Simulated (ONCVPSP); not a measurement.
# C (Z = 6): excitation energies, all-electron against ONCV

- Element: carbon (C)
- Generator: ONCVPSP 4.0.1
- Type: optimised norm-conserving Vanderbilt (ONCV)
- Functional: BLYP
- Relativity: scalar-relativistic
- Frozen core: [He]
- Valence charge: 4
- Reference configuration: 2s2 2p2
- Partial waves: 2s: rc 1.30 bohr, ncon 4, nbas 9, qcut 4.5 1/bohr, 1 projector; 2p: rc 2.85 bohr, ncon 4, nbas 7, qcut 6 1/bohr, 2 projectors, debl 1.4 Ha
- Local potential: polynomial inside 1.20 bohr (lpopt 5, dvloc0 0 Ha)
- Core correction: none

Energies are relative to the spin-unpolarised reference configuration 2s2 2p2; without spin polarisation the order of configurations can differ from experiment.

(1) Give the all-electron excitation energy and the error of the potential for: 2s2 2p1; 2s2 2p0; 2s1 2p0; 2s1 2p3.

Levels in the configuration 2s1 2p3:

| level | all-electron (eV) | pseudo (eV) |
| --- | --- | --- |
| 2s | -14.048 | -14.137 |
| 2p | -5.643 | -5.727 |

Answers

(1)

| valence configuration | charge | ΔE all-electron (eV) | error AE − PS (meV) |
| --- | --- | --- | --- |
| 2s2 2p1 | +1 | 10.829 | +121 |
| 2s2 2p0 | +2 | 35.004 | +925 |
| 2s1 2p0 | +3 | 83.158 | +1725 |
| 2s1 2p3 | 0 | 8.389 | -3.3 |
